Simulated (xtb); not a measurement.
xtb input (GFN2-xTB):

```bash
xtb mol.xyz --gfn 2 --sp --chrg 1 --uhf 0
```
mol.xyz:
```
3

S     -0.05714061    -0.00577212    -0.46752045
O     -0.03762095    -0.03658929     1.03750798
H      1.21521742     0.38506813    -0.81973662
```

End of the output:

```
         :::::::::::::::::::::::::::::::::::::::::::::::::::::
         ::                     SUMMARY                     ::
         :::::::::::::::::::::::::::::::::::::::::::::::::::::
         :: total energy              -7.243506306518 Eh    ::
         :: gradient norm              0.133888815634 Eh/a0 ::
         :: HOMO-LUMO gap              1.556916793050 eV    ::
         ::.................................................::
         :: SCC energy                -7.262758700564 Eh    ::
         :: -> isotropic ES            0.157029199303 Eh    ::
         :: -> anisotropic ES          0.002522834246 Eh    ::
         :: -> anisotropic XC          0.005610661270 Eh    ::
         :: -> dispersion             -0.000629218653 Eh    ::
         :: repulsion energy           0.019252394046 Eh    ::
         :: add. restraining           0.000000000000 Eh    ::
         :: total charge               1.000000000000 e     ::
         :::::::::::::::::::::::::::::::::::::::::::::::::::::

           -------------------------------------------------
          |                Property Printout                |
           -------------------------------------------------

    * Orbital Energies and Occupations

         #    Occupation            Energy/Eh            Energy/eV
      -------------------------------------------------------------
         1        2.0000           -1.0795042             -29.3748
         2        2.0000           -0.9361320             -25.4734
         3        2.0000           -0.8141371             -22.1538
         4        2.0000           -0.7981591             -21.7190
         5        2.0000           -0.7963944             -21.6710
         6        2.0000           -0.7055052             -19.1978 (HOMO)
         7                         -0.6482896             -17.6409 (LUMO)
         8                         -0.4604005             -12.5281
         9                         -0.4331674             -11.7871
        10                         -0.3274872              -8.9114
        11                         -0.2293464              -6.2408
        12                         -0.2199113              -5.9841
        13                          0.0055368               0.1507
        14                          0.4903367              13.3427
      -------------------------------------------------------------
                  HL-Gap            0.0572156 Eh            1.5569 eV
Note: The following floating-point exceptions are signalling: IEEE_DENORMAL
normal termination of xtb
             Fermi-level           -0.6768974 Eh          -18.4193 eV

     #   Z          covCN         q      C6AA      α(0)
     1  16 S        1.778     1.115   103.398    17.115
     2   8 O        0.859    -0.248    18.860     5.823
     3   1 H        0.919     0.133     1.515     1.925

 Mol. C6AA /au·bohr⁶  :        245.096199
 Mol. C8AA /au·bohr⁸  :       8935.627610
 Mol. α(0) /au        :         24.863190

Wiberg/Mayer (AO) data.
largest (>0.10) Wiberg bond orders for each atom

 ---------------------------------------------------------------------------
     #   Z sym  total        # sym  WBO       # sym  WBO       # sym  WBO
 ---------------------------------------------------------------------------
     1  16 S    3.159 --     2 O    2.219     3 H    0.940
     2   8 O    2.262 --     1 S    2.219
     3   1 H    0.982 --     1 S    0.940
 ---------------------------------------------------------------------------

Topologies differ in total number of bonds
Writing topology from bond orders to xtbtopo.mol

molecular dipole:
                 x           y           z       tot (Debye)
 q only:        0.202       0.102      -1.676
   full:        0.321       0.140      -1.787       4.628
molecular quadrupole (traceless):
                xx          xy          yy          xz          yz          zz
 q only:        0.558       0.333      -0.405      -0.497      -0.158      -0.153
  q+dip:        0.831       0.432      -0.415      -0.679      -0.207      -0.416
   full:        0.402      -0.033       0.565      -0.735      -0.183      -0.967

           -------------------------------------------------
          | TOTAL ENERGY               -7.243506306518 Eh   |
          | GRADIENT NORM               0.133888815634 Eh/α |
          | HOMO-LUMO GAP               1.556916793050 eV   |
           -------------------------------------------------

------------------------------------------------------------------------
------------------------------------------------------------------------
 total:
 SCF:
```

This state (charge 1, singlet) is run at the relaxed geometry of the species with charge 0 and multiplicity 2.
